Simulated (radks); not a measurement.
The numbers below are computed, except where a source is named.
The mean radii <r> (bohr) of the occupied orbitals of an atom or ion are listed with their occupations. Level of theory: scalar-relativistic Kohn-Sham, Slater X-alpha with alpha = 0.92, spin-polarised, spherical densities, point nucleus (a radial shooting solver on a logarithmic mesh with Libxc functionals).

| orbital | occ. | <r> |
|---|---|---|
| 1s up | 1 | 0.01742 |
| 1s down | 1 | 0.01742 |
| 2s up | 1 | 0.07346 |
| 2s down | 1 | 0.07346 |
| 2p up | 3 | 0.06606 |
| 2p down | 3 | 0.06606 |
| 3s up | 1 | 0.1898 |
| 3s down | 1 | 0.1898 |
| 3p up | 3 | 0.1906 |
| 3p down | 3 | 0.1905 |
| 3d up | 5 | 0.1724 |
| 3d down | 5 | 0.1724 |
| 4s up | 1 | 0.4213 |
| 4s down | 1 | 0.4213 |
| 4p up | 3 | 0.4479 |
| 4p down | 3 | 0.4478 |
| 4d up | 5 | 0.4744 |
| 4d down | 5 | 0.4741 |
| 5s up | 1 | 0.9698 |
| 5s down | 1 | 0.9639 |
| 4f up | 7 | 0.5254 |
| 4f down | 7 | 0.5229 |
| 5p up | 3 | 1.121 |
| 5p down | 3 | 1.111 |
| 5d up | 5 | 1.597 |
| 6s up | 1 | 2.548 |
| 5d down | 2 | 1.587 |

Name the element and its charge. Open shells, if any, are filled with parallel spins first.

Answer. Z = 77, iridium, charge +1: Ir+ in [Xe] 4f14 5d7 6s1. The 1s radius gives Z: for a bare nucleus <r> = (2 gamma + 1)/(2Z) with gamma = sqrt(1 - (Z/c)^2), 0.01724 bohr for Z = 77, and screening makes it slightly larger (0.01742 here). The occupations add up to 76, and the charge is Z minus that.
